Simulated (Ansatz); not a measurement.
`[NH]=[Nb]([OH])([OH])[OH]` and `[NH]=[Nb]([NH2])([OH])[OH]` differ in one atom or group.

Ansatz, PBE0-D4/def2-TZVP geometries, multiplicity 1. Each molecule was computed in one conformer, which needn't be the lowest.

Elements past krypton have def2 core potentials.

```
                                          property  `[NH]=[Nb]([OH])([OH])[OH]`
size of the dipole moment (ωB97M-V/def2-TZVPP) / D                         2.15
                LUMO energy (PBE0/def2-TZVPP) / eV                        -0.60
    size of the dipole moment (PBE/def2-TZVPP) / D                         2.14
             LUMO energy (ωB97M-V/def2-TZVPP) / eV                         0.65
  size of the dipole moment (B3LYP/def2-TZVPP) / D                         2.16
                HOMO energy (PBE0/def2-TZVPP) / eV                        -7.47
```

Problem. What does the change do to each property? (Best estimate.)

Solution. Computed: 
```
                                          property  `[NH]=[Nb]([NH2])([OH])[OH]`  shift
size of the dipole moment (ωB97M-V/def2-TZVPP) / D                          1.25  -0.90
                LUMO energy (PBE0/def2-TZVPP) / eV                         -0.30   0.30
    size of the dipole moment (PBE/def2-TZVPP) / D                          1.18  -0.96
             LUMO energy (ωB97M-V/def2-TZVPP) / eV                          1.00   0.35
  size of the dipole moment (B3LYP/def2-TZVPP) / D                          1.25  -0.91
                HOMO energy (PBE0/def2-TZVPP) / eV                         -7.41   0.06
```

With PBE0 the HOMO rises by 0.06 eV and the LUMO rises by 0.30 eV, so the gap widens by about 0.24 eV. PBE moves the HOMO by 0.08 eV and ωB97M-V by 0.04 eV. The zero-point energy changes by 34.4 kJ/mol with +3 modes. Dipoles are sizes alone; their direction can turn.

B3LYP here is the variant with VWN-RPA as its local correlation; programs differ in this.
